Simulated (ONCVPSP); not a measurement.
## What one change does to a pseudopotential (Al, ONCV)

* Element: Al (Z = 13)
* Generator: ONCVPSP 4.0.1
* Type: optimised norm-conserving Vanderbilt (ONCV)
* Functional: PBE
* Relativity: scalar-relativistic
* Frozen core: [Ne]
* Valence charge: 3
* Reference configuration: 3s2 3p0.5 (charge +0.5)
* Partial waves: 3s: rc 2.15 bohr, ncon 4, nbas 8, qcut 3.1 1/bohr, 1 projector; 3p: rc 2.50 bohr, ncon 3, nbas 6, qcut 2.9 1/bohr, 2 projectors, debl 2.2 Ha
* Local potential: polynomial inside 1.85 bohr (lpopt 4, dvloc0 0 Ha)
* Core correction: none

Change: s: qcut 2.5.

Cutoffs: the cutoffs (Ha) at which the residual kinetic energy of the hardest occupied pseudo-wave falls to 1 and 0.1 mHa per electron; they do not see the model core or the augmentation charge, which bear on the density cutoff. Errors are all-electron minus pseudo energies relative to the spin-unpolarised reference configuration.

**Question.** Predict the effect on cutoff, ghosts and configuration errors.

**Answer.** The potential gets harder (5.1 Ha and 29 Ha → 15 Ha and 35 Ha); of the 4 tests that both files solve, the error grows in 0 and shrinks in 1 by more than 15 % and 0.3 meV (median size 4.8 → 3.5 meV); neither file shows a bound ghost.

```csv
quantity,base,changed
"cutoff, loose",5.1 Ha,15 Ha
"cutoff, tight",29 Ha,35 Ha
loose cutoff by channel,"s 5.1 Ha, p 2.1 Ha","s 15 Ha, p 2.1 Ha"
bound ghosts,none,none
GHOST(+) flags under 300 eV,none,none
"error for 3s2 3p1, meV [ΔE -2.09 eV]",-0.3,-0.1
"error for 3s2 3p0, meV [ΔE 3.68 eV]",-0.5,-0.2
"error for 3s1 3p0, meV [ΔE 22.90 eV]",+24,+22
"error for 3s1 3p1, meV [ΔE 9.49 eV]",+9.2,+6.8
s: phases at 2.18 bohr within 0.05 rad from the reference energy up to (Ha; the scan ends near 5),0.8,0.7
p: phases at 2.54 bohr within 0.05 rad from the reference energy up to (Ha; the scan ends near 5),4.7,4.7
```
